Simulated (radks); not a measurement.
Species: He. Configuration: 1s1 3p1 (not the ground configuration). Calculated with a radial shooting solver on a logarithmic mesh with Libxc functionals: scalar-relativistic Kohn-Sham, r2SCAN, spin-polarised, spherical densities, finite nucleus; open shells are filled with parallel spins first; meta-GGA in the generalised Kohn-Sham scheme; Gaussian nuclear charge, rms radius 1.6755 fm.

Normalised radial functions P(r) = r R(r), r in bohr:

```
   r/bohr * 1s up, o 3p up (the largest magnitude, 1.03, reaches the edge; | marks zero, & curves that meet)
  0.04003                             o    *
  0.05647                             o      *
  0.07966                             o         *
   0.1133                             o            *
   0.1598                             o                *
   0.2254                             o                    *
   0.3204                             |o                       *
    0.452                             |o                         *
   0.6376                             | o                       *
   0.9066                             |  o                  *
    1.279                             |   o          *
    1.804                             |    o *
    2.565                             | *  o
    3.618                             *   o
    5.104                             *o
    7.257                        o    *
    10.24                    o        *
    14.44                      o      *
    20.53                           o *
    28.96                             &
```

1s up: eigenvalue -40.014 eV, 0 radial nodes, <r> = 0.758 bohr, 90 % of the charge inside 1.35 bohr. 3p up: eigenvalue -0.999 eV, 1 radial node at r = 5.31 bohr, <r> = 11.5 bohr, 90 % of the charge inside 16.5 bohr.
